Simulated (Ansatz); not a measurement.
Mulliken charges of C$_{2}$H$_{4}$GaN (`[GaH2][C]1=NC1`) from r2SCAN/def2-TZVPP in Ansatz (PBE0-D4/def2-TZVP geometry).

| atom | x (Å) | y (Å) | z (Å) | charge (e) |
| --- | --- | --- | --- | --- |
| Ga1 | -0.842 | 1.532 | -0.198 | 0.299 |
| C2 | 0.342 | 0.035 | 0.208 | -0.018 |
| N3 | 1.407 | -0.338 | 0.762 | -0.222 |
| C4 | 0.614 | -1.410 | 0.088 | -0.066 |
| H5 | -0.626 | 2.281 | -1.549 | -0.051 |
| H6 | -2.005 | 1.827 | 0.799 | -0.051 |
| H7 | 1.015 | -1.812 | -0.839 | 0.055 |
| H8 | 0.094 | -2.116 | 0.728 | 0.055 |

**Question.** By hand: the dipole of these point charges (1 e Å = 4.8032 D).

**Answer.** Σ q r = (-0.416, 0.200, -0.206) e Å, of length 0.505 e Å = 2.43 D.

**Question.** How does the dipole of the full density compare? (Best estimate.)

**Answer.** Ansatz gave: (-0.393, 0.110, -0.210) e Å, 2.20 D; the point charges give 1.10 times that, at 10° from its direction.

Point charges leave out the atoms' own dipoles, such as those of lone pairs, and Mulliken's split depends on the basis, so the close match here is no proof of good charges.
